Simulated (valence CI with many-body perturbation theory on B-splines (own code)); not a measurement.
Results of a calculation; reference values are marked as such.
## Au46+ in three bases

Level of theory: relativistic CI+MBPT: five valence electrons over a frozen Dirac-Fock core [Ar] 3d10, radial functions for each j: 9 s, 9 p, 8 d, 6 f, 3 g, 1 h, with the one-electron correlation potential Σ1, the two-electron term Σ2, the three-electron term Σ3, Breit, model QED; selected CI, second order for the rest, scaled by the run's own slope (own B-spline code, finite nucleus).

No measured spectrum was set against this ion. As an estimate, large intervals hold to a few tenths of a per cent, small ones and those within an open d or f shell to about a per cent. Among the levels kept, up to 680 cm⁻¹ of a level comes from second order outside the variational space, and about a tenth of that is noise between levels of different J, which matters for small intervals.

The reference run has the lowest level (4s^2 4p1/2^2 4p3/2) J=3/2 and an ionisation energy of 2445.22 eV. Its largest variational space holds 20000 state functions.

Levels are named by their leading jj configuration (3d3/2^4 stands for four electrons in 3d with j = 3/2), which in mixed levels can hold well under half, so a name can repeat and another be missing. Letters in brackets count levels of one name in rising energy.

Changed runs:
A. basis 6 s, 6 p, 5 d, 3 f, 1 g
B. basis 5 s, 5 p, 4 d, 2 f

Excitation energies of the reference run in cm⁻¹, and shifts in cm⁻¹:

```tsv
Level	Reference	A	B
(4s^2 4p1/2 4p3/2^2) J=3/2	1037750	-171	-601
(4s^2 4p1/2 4p3/2^2) J=5/2	1086010	-19	-18
(4s^2 4p1/2 4p3/2^2) J=1/2	1147070	+40	+221
(4s^2 4p1/2^2 4d3/2) J=3/2	1386890	+172	+886
(4s^2 4p1/2^2 4d5/2) J=5/2	1669850	+176	+829
(4s 4p1/2^2 4p3/2^2) J=5/2	1943920	-96	-289
(4s 4p1/2^2 4p3/2^2) J=1/2	2069560	-1.1	+79
(4s 4p1/2^2 4p3/2^2) J=3/2	2085700	-5.5	+69
(4s^2 4p3/2^3) J=3/2	2193630	-100	-260
(4s^2 4p1/2 4p3/2 4d3/2) J=5/2 [a]	2417970	-0.8	+177
(4s^2 4p1/2 4p3/2 4d3/2) J=3/2 [a]	2422580	-48	+15
(4s^2 4p1/2 4p3/2 4d3/2) J=1/2 [a]	2424240	-74	-80
Ionisation energy (eV)	2445.22	-0.05	-0.18
```
